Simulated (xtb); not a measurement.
Cl$_{4}$MoO, charge -1, doublet, at a GFN2-xTB geometry (such geometries of metal compounds can be far from the true shape) (the multiplicity is a formal guess).

Here is a job for xtb.
```
$ xtb mol.xyz --gfn 2 --chrg -1 --uhf 1 --etemp 10000 --json

# file mol.xyz
6

Mo     0.18481073    -0.20270312     0.16350579
O      1.13513898    -1.24503705     1.00428040
Cl    -1.22859589    -1.44997129    -1.24480088
Cl     0.73320875     1.99331915     0.80652187
Cl     1.28485643     0.36301879    -1.83813904
Cl    -1.78024356     0.18032907     1.39986003
```

Q: What total energy (a free energy at this electronic temperature) does xtb with GFN2-xTB give?

A: -24.8821 Eh

Q: Estimate the partial charges in atom order that GFN2-xTB returns for this input.

A: Mo1 0.71, O2 -0.50, Cl3 -0.30, Cl4 -0.30, Cl5 -0.30, Cl6 -0.30
